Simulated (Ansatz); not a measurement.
Ansatz (a quantum-chemistry and plane-wave program) input (B3LYP-D3(BJ)/def2-TZVP):

Ansatz 0.2 input:
```yaml
crystal:
  periodic: [false, false, false]
  atoms:
    - {symbol: B, position_ang: [-0.03721481, 0.00926480, -0.02733994]}
    - {symbol: F, position_ang: [0.43386746, -1.20070361, -0.34240651]}
    - {symbol: F, position_ang: [0.80083520, 0.75466678, 0.69857553]}
    - {symbol: O, position_ang: [-1.19787406, 0.42065989, -0.39193649]}
basis:
  gaussian:
    orbitals: def2-TZVP
hamiltonian:
  xc: b3lyp
  dispersion: d3bj
magnetization: {spin_polarized: true, initial_magnetization: 1}
relax: {f_tol: 0.002, max_steps: 150}
```

Output:

```
Functional definition: B3LYP
integrals: 0.03 GiB planned
632 factors; their error is unknown
mean field: 0.45 GiB planned
mean field evaluation 1: about -8159.7401 eV, gradient 3.2e1 eV
mean field evaluation 2: about -8157.6007 eV, gradient 4.2e1 eV
mean field evaluation 4: about -8162.7998 eV, gradient 2.0e0 eV
mean field evaluation 8: about -8162.8152 eV, gradient 3.3e-2 eV
mean field evaluation 16: about -8162.8386 eV, gradient 1.4e-4 eV
mean field -8162.83863736 eV, -299.9787869524 hartree, gradient 3.1e-5 eV, S^2 0.753066; 2 other end points of the search recorded, 0 dependent functions left out
the calculation of the forces begins
reference -8162.83882187 eV, -299.9787937328 hartree; 16, 15 occupied and 108, 109 virtual orbitals, 632 factors
relax step   1: F+E_penalty+E_count = -8162.90150861 eV  Δ(F+E_penalty+E_count) = +0.000e0 eV  max|allowed force component| = 4.217e0 eV/Å  Δτ_max = 0.0000 Å  (56 SCF iters, accepted)
these checks for a lower state are left out or cut short: starts, cluster_reference, orbital_swaps, neighbouring_geometries, increment
integrals: 0.03 GiB planned
632 factors; their error is unknown
mean field: 0.45 GiB planned
mean field evaluation 32: about -8162.9364 eV, gradient 3.7e-2 eV
mean field -8162.96002802 eV, -299.9832479765 hartree, gradient 1.7e-5 eV, S^2 0.753043; 0 other end points of the search recorded, 0 dependent functions left out
the calculation of the forces begins
reference -8162.96021283 eV, -299.9832547683 hartree; 16, 15 occupied and 108, 109 virtual orbitals, 632 factors
relax step   2: F+E_penalty+E_count = -8163.02279259 eV  Δ(F+E_penalty+E_count) = -1.213e-1 eV  max|allowed force component| = 2.128e0 eV/Å  Δτ_max = 0.0227 Å  (36 SCF iters, accepted)
these checks for a lower state are left out or cut short: starts, cluster_reference, orbital_swaps, neighbouring_geometries, increment
integrals: 0.03 GiB planned
632 factors; their error is unknown
mean field: 0.45 GiB planned
mean field -8163.00507684 eV, -299.9849034902 hartree, gradient 1.2e-5 eV, S^2 0.753047; 0 other end points of the search recorded, 0 dependent functions left out
the calculation of the forces begins
reference -8163.00526176 eV, -299.9849102858 hartree; 16, 15 occupied and 108, 109 virtual orbitals, 632 factors
relax step   3: F+E_penalty+E_count = -8163.06780087 eV  Δ(F+E_penalty+E_count) = -4.501e-2 eV  max|allowed force component| = 3.592e-1 eV/Å  Δτ_max = 0.0313 Å  (37 SCF iters, accepted)
these checks for a lower state are left out or cut short: starts, cluster_reference, orbital_swaps, neighbouring_geometries, increment
integrals: 0.03 GiB planned
632 factors; their error is unknown
mean field: 0.45 GiB planned
mean field -8163.00852467 eV, -299.9850301958 hartree, gradient 1.8e-5 eV, S^2 0.753050; 0 other end points of the search recorded, 0 dependent functions left out
the calculation of the forces begins
reference -8163.00870953 eV, -299.9850369894 hartree; 16, 15 occupied and 108, 109 virtual orbitals, 632 factors
relax step   4: F+E_penalty+E_count = -8163.07125071 eV  Δ(F+E_penalty+E_count) = -3.450e-3 eV  max|allowed force component| = 1.634e-2 eV/Å  Δτ_max = 0.0140 Å  (35 SCF iters, accepted)
these checks for a lower state are left out or cut short: starts, cluster_reference, orbital_swaps, neighbouring_geometries, increment
integrals: 0.03 GiB planned
632 factors; their error is unknown
mean field: 0.45 GiB planned
mean field -8163.00853151 eV, -299.9850304471 hartree, gradient 1.0e-5 eV, S^2 0.753050; 0 other end points of the search recorded, 0 dependent functions left out
the calculation of the forces begins
reference -8163.00871636 eV, -299.9850372401 hartree; 16, 15 occupied and 108, 109 virtual orbitals, 632 factors
relax step   5: F+E_penalty+E_count = -8163.07125905 eV  Δ(F+E_penalty+E_count) = -8.335e-6 eV  max|allowed force component| = 7.798e-3 eV/Å  Δτ_max = 0.0007 Å  (30 SCF iters, accepted)
these checks for a lower state are left out or cut short: starts, cluster_reference, orbital_swaps, neighbouring_geometries, increment
integrals: 0.03 GiB planned
632 factors; their error is unknown
mean field: 0.45 GiB planned
mean field -8163.00853219 eV, -299.9850304720 hartree, gradient 2.1e-5 eV, S^2 0.753050; 0 other end points of the search recorded, 0 dependent functions left out
the calculation of the forces begins
reference -8163.00871704 eV, -299.9850372651 hartree; 16, 15 occupied and 108, 109 virtual orbitals, 632 factors
relax step   6: F+E_penalty+E_count = -8163.07125976 eV  Δ(F+E_penalty+E_count) = -7.156e-7 eV  max|allowed force component| = 1.380e-4 eV/Å  Δτ_max = 0.0001 Å  (27 SCF iters, accepted)
integrals: 0.03 GiB planned
632 factors; their error is unknown
mean field: 0.45 GiB planned
mean field evaluation 64: about -8163.0085 eV, gradient 2.1e-5 eV
mean field -8163.00853219 eV, -299.9850304720 hartree, gradient 2.1e-5 eV, S^2 0.753050; 3 other end points of the search recorded, 0 dependent functions left out
the calculation of the forces begins
reference -8163.00871704 eV, -299.9850372651 hartree; 16, 15 occupied and 108, 109 virtual orbitals, 632 factors
Total energy: -8163.07144461 eV, -299.9873424610 hartree
Atom 0 at     0.014923    -0.009353    -0.011055 Å, force    -0.000071    -0.000037    -0.000070 eV/Å
Atom 1 at     0.411361    -1.218674    -0.360837 Å, force     0.000080    -0.000138    -0.000017 eV/Å
Atom 2 at     0.787237     0.785289     0.705912 Å, force     0.000053     0.000095     0.000074 eV/Å
Atom 3 at    -1.213907     0.426626    -0.397127 Å, force    -0.000063     0.000080     0.000012 eV/Å
Dipole moment:     0.020117    -0.007131     0.006325 e Å
```

It need not be the lowest isomer of its formula.
